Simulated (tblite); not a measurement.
C₅H₃BrO₃.
Bonds: C1–C2, C2–C3 (double), C3–Br4, C3–C5, C5–O6 (double), C5–O7, O7–C8, C8–O9 (double), C2–C8. Hydrogens: H10, H11, H12 on C1.

Computed with GFN2-xTB (tblite), gas phase: L-BFGS steps from a force-field or distance-geometry start until the largest atomic force falls under 0.01 eV/Å.

Step 4: E = -775.7142 eV
```
atom  x, y, z in Å  |  force x, y, z in eV/Å
C1     -1.7326    0.2824    0.0154    0.082   0.026   0.008
C2     -0.2850    0.0090   -0.0032   -0.008  -0.081  -0.011
C3      0.7857    0.8107    0.0614    0.112   0.065  -0.022
Br4     0.8568    2.6632    0.1883    0.043   0.007   0.011
C5      2.0296   -0.0131    0.0012   -0.152   0.044   0.008
O6      3.1615    0.3420    0.0286   -0.020  -0.112  -0.009
O7      1.6200   -1.3213   -0.0964   -0.061   0.062  -0.005
C8      0.2390   -1.3818   -0.1050    0.068   0.152   0.047
O9     -0.3843   -2.3898   -0.1761    0.111  -0.193  -0.027
H10    -2.1833   -0.1092   -0.8940   -0.068  -0.025  -0.014
H11    -2.1813   -0.2394    0.8579   -0.081  -0.033   0.013
H12    -1.9248    1.3465    0.0959   -0.025   0.088   0.001
```

Step 5: E = -775.7163 eV
```
atom  x, y, z in Å  |  force x, y, z in eV/Å
C1     -1.7339    0.2842    0.0156    0.045   0.012   0.009
C2     -0.2876    0.0082   -0.0024    0.166   0.029  -0.016
C3      0.7860    0.8125    0.0608   -0.015  -0.027  -0.027
Br4     0.8585    2.6665    0.1888    0.032  -0.035   0.007
C5      2.0295   -0.0121    0.0005   -0.220   0.024   0.017
O6      3.1622    0.3380    0.0286    0.038  -0.064  -0.009
O7      1.6184   -1.3195   -0.0960   -0.044   0.040  -0.012
C8      0.2388   -1.3816   -0.1049    0.006   0.021   0.043
O9     -0.3792   -2.3951   -0.1766    0.151  -0.036  -0.017
H10    -2.1846   -0.1108   -0.8941   -0.056   0.010   0.015
H11    -2.1825   -0.2411    0.8575   -0.076   0.005  -0.007
H12    -1.9244    1.3503    0.0960   -0.026   0.020  -0.003
```

Step 6: E = -775.7181 eV
```
atom  x, y, z in Å  |  force x, y, z in eV/Å
C1     -1.7347    0.2861    0.0158    0.031  -0.006   0.008
C2     -0.2874    0.0083   -0.0018    0.074   0.036  -0.020
C3      0.7855    0.8138    0.0598   -0.028   0.003  -0.018
Br4     0.8609    2.6693    0.1895    0.021  -0.068   0.002
C5      2.0263   -0.0108    0.0001    0.017   0.038   0.021
O6      3.1632    0.3328    0.0285   -0.133  -0.062  -0.011
O7      1.6161   -1.3169   -0.0957    0.003   0.005  -0.013
C8      0.2383   -1.3824   -0.1042    0.053   0.057   0.036
O9     -0.3709   -2.4003   -0.1773    0.062  -0.043  -0.014
H10    -2.1867   -0.1122   -0.8937   -0.027   0.047   0.047
H11    -2.1848   -0.2427    0.8569   -0.051   0.049  -0.031
H12    -1.9244    1.3544    0.0961   -0.022  -0.055  -0.007
```

**Question.** Estimate the geometry and energy of step 7. (The exact step hangs on the optimiser's Hessian estimate; all steps are aligned on step 6, rigid shifts and turns removed.)

**Answer.** E = -775.7189 eV, largest force 0.126 eV/Å
```
atom  x, y, z in Å  |  force x, y, z in eV/Å
C1     -1.7339    0.2865    0.0161    0.011  -0.012   0.004
C2     -0.2858    0.0087   -0.0021   -0.065   0.006  -0.011
C3      0.7854    0.8145    0.0590    0.004   0.039  -0.008
Br4     0.8622    2.6688    0.1898    0.018  -0.046   0.001
C5      2.0247   -0.0096    0.0005   -0.062  -0.027   0.006
O6      3.1610    0.3296    0.0282    0.031   0.016  -0.002
O7      1.6150   -1.3155   -0.0959    0.028  -0.014  -0.004
C8      0.2394   -1.3813   -0.1031   -0.008  -0.096   0.003
O9     -0.3665   -2.4031   -0.1779    0.089   0.089   0.003
H10    -2.1883   -0.1118   -0.8927   -0.009   0.052   0.048
H11    -2.1869   -0.2423    0.8562   -0.026   0.057  -0.035
H12    -1.9250    1.3550    0.0959   -0.012  -0.064  -0.006
```

The energy changes by -0.0008 eV. The first-order estimate −F·Δx gives -0.0016 eV and the mean of the old and new forces, exact on a quadratic surface, -0.0008 eV. The step makes an angle of 43° with the force vector and moves no atom by more than 0.005 Å.

What follows is the cost of the whole relaxation. On an Intel Xeon Platinum 8488C with one thread, shared host, this took 0.17 s.
